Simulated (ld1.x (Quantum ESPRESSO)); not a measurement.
## Varying the PAW potential for Sn

Base potential:

ld1.x (Quantum ESPRESSO) 7.5 input, shortened:

```
&input
   title='Sn', zed=50., rel=2, dft='PBE', iswitch=3,
   config='[Kr] 4d10 5s2 5p2', rel_dist='average'
 /
 &inputp
   pseudotype=3, lpaw=.true., tm=.true., lloc=-1, rcloc=1.90,
   nlcc=.true., new_core_ps=.true.,
   which_augfun='BESSEL', rmatch_augfun=1.25
 /
6
5S  1  0   2.00   0.00  1.85  2.10  0.0
5S  1  0   0.00   0.40  1.85  2.10  0.0
5P  2  1   2.00   0.00  2.20  2.45  0.0
5P  2  1   0.00   2.15  2.20  2.45  0.0
4D  3  2  10.00   0.00  1.30  1.40  0.0
4D  3  2   0.00   2.15  1.30  1.40  0.0
 &test
   configts(1)='4d10 5s2 5p2'
 /
```

Open shells are filled in proportion to 2j + 1 (rel_dist='average').

All-electron outer shells of the reference configuration (PBE, scalar-relativistic, ld1.x):

| shell | level (eV) | outermost node (bohr) | outermost maximum (bohr) |
| --- | --- | --- | --- |
| 4s | -133.93 | 0.40 | 0.74 |
| 4p | -89.70 | 0.41 | 0.79 |
| 4d | -25.84 | 0.39 | 0.88 |
| 5s | -10.55 | 0.98 | 2.01 |
| 5p | -3.69 | 1.09 | 2.55 |

Cutoffs, loose and tight: the cutoffs (Ry, on a coarse ladder) from which the occupation-weighted sum of valence levels, in a spherical-Bessel basis at the reference potential, stays within 10 and 1 mRy of its value at 400 Ry. They do not see the model core or the augmentation charge, which bear on the density cutoff. Test errors are all-electron minus pseudo excitation energies from the reference, over the configurations 4d10 5s2 5p1; 4d10 5s2 5p0; 4d10 5s1 5p0; 4d10 5s2 5p1.5; 4d10 5s0 5p0; 4d10 5s1 5p2; 4d10 5s2 5p2.3. A dash means not determined; rows that change the core or the reference have their own tests.

Cutoffs are not given where the Bessel-basis levels miss the radial ones by over 6 mRy, ghosts where they miss by over 20 mRy; a channel whose overlap is not positive is not tested.

| change | outcome | bound ghosts | largest test error (meV) |
| --- | --- | --- | --- |
| base | generated | not determined | +5.0 |
| waves 4d (bound): rcut 0.92, rcutus 0.98 bohr; 4d channel at 2.15 Ry: rcut 0.92, rcutus 0.98 bohr | failed: new_paw_hamiltonian: negative rho | – | – |
| waves 4d (bound): rcut 1.06, rcutus 1.12 bohr; 4d channel at 2.15 Ry: rcut 1.06, rcutus 1.12 bohr | failed: new_paw_hamiltonian: negative rho | – | – |
| waves 4d (bound): rcut 1.30, rcutus 1.44 bohr; 4d channel at 2.15 Ry: rcut 1.30, rcutus 1.44 bohr | generated | not determined | -5.8 |
| waves 4d (bound): rcut 1.30, rcutus 1.64 bohr; 4d channel at 2.15 Ry: rcut 1.30, rcutus 1.64 bohr | generated | not determined | -15 |
| waves 4d (bound): rcut 1.30, rcutus 1.84 bohr; 4d channel at 2.15 Ry: rcut 1.30, rcutus 1.84 bohr | generated | not determined | -4.3 |
| waves 4d (bound): rcut 1.30, rcutus 2.12 bohr; 4d channel at 2.15 Ry: rcut 1.30, rcutus 2.12 bohr | generated | not determined | -36 |

Reading the sweep of the d radius (base included, trends over the rows without a ghost): The generation fails at 0.98, 1.12 bohr.
